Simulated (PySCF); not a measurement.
CsSn and its ions

UHF-MP2; basis Cs def2-SVPD with ECP46, Sn def2-SVPD with ECP28; scalar-relativistic core potentials; PySCF 2.14. Neutral (UHF): quartet (σ ↑, π ↑↑), Re = 3.651 Å, ωe = 88.7 cm⁻¹, De = 1.38 eV.

CsSn⁺ (UHF): triplet (σ ↑, π ↑), Re = 4.382 Å, ωe = 38.6 cm⁻¹, De = 0.25 eV to Cs⁺ + Sn. The energies at the minima are -233.33979 hartree for CsSn and -233.16117 for CsSn⁺.

Question: Work out the adiabatic ionisation energy, without and with harmonic zero-point energies (1 hartree = 27.2114 eV, 1 eV = 8065.5 cm⁻¹), and the change of the bond length.

Answer: At UHF-MP2: 0.17862 hartree = 4.860 eV between the minima; the zero-point term (38.6 − 88.7)/2 cm⁻¹ = -0.003 eV makes it 4.857 eV. Re changes by +73.1 pm against the neutral. The electron leaves a π orbital, and the ion is left as a loose complex of an ion and an atom.

Correlated steps freeze 4 core orbitals. Weak bonds: CsSn⁺. Basis-set superposition, not corrected here, can be much of De in a small basis, most of all at correlated wavefunction levels. These are scalar-relativistic numbers at best; spin–orbit coupling would shift them, the dissociation energy most. For an ion De counts to the pair picked by the measured ionisation energies or electron affinities, which need not be the lowest pair at this level. States were picked by a PBE0 search and need not be the measured ground states.
